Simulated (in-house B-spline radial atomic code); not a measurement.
Orbital energies and mean radii along the 37-electron series, configuration [Kr] 4d1. The effective charge is n√(-2ε), a non-relativistic measure. Computed with a radial B-spline atomic code at the basis-set limit: Dirac-Hartree-Fock, average of the configuration, finite nuclei.

```tsv
ion	Z	energy of 4p3/2 (Eh)	mean radius of 4p3/2 (bohr)	energy of 3d3/2 (Eh)	mean radius of 3d3/2 (bohr)	effective charge of 4p3/2
Cs18+	55	-20.795	0.68009	-44.488	0.26787	25.796
Ba19+	56	-22.549	0.65917	-47.825	0.26086	26.862
La20+	57	-24.369	0.63953	-51.276	0.2542	27.925
Ce21+	58	-26.254	0.62106	-54.844	0.24787	28.985
Pr22+	59	-28.205	0.60365	-58.527	0.24184	30.042
Nd23+	60	-30.22	0.58721	-62.326	0.23609	31.098
Pm24+	61	-32.302	0.57165	-66.241	0.2306	32.151
Sm25+	62	-34.449	0.5569	-70.272	0.22536	33.202
Eu26+	63	-36.661	0.5429	-74.419	0.22034	34.251
Gd27+	64	-38.939	0.52959	-78.682	0.21553	35.299
Tb28+	65	-41.283	0.51692	-83.062	0.21092	36.346
Dy29+	66	-43.693	0.50484	-87.558	0.2065	37.392
Ho30+	67	-46.168	0.49331	-92.171	0.20225	38.437
Er31+	68	-48.709	0.4823	-96.902	0.19817	39.48
Tm32+	69	-51.317	0.47176	-101.75	0.19424	40.523
Yb33+	70	-53.991	0.46167	-106.71	0.19046	41.566
Lu34+	71	-56.731	0.45199	-111.8	0.18681	42.607
Hf35+	72	-59.537	0.44271	-117	0.1833	43.649
Ta36+	73	-62.411	0.43379	-122.31	0.1799	44.689
W37+	74	-65.35	0.42522	-127.75	0.17663	45.73
Re38+	75	-68.357	0.41697	-133.31	0.17346	46.77
Os39+	76	-71.431	0.40903	-138.98	0.1704	47.81
```

**Question.** How does the screening of 4p3/2 change?

**Answer.** Z less the effective charge goes from 29.20 at Z = 55 to 28.19 at Z = 76.
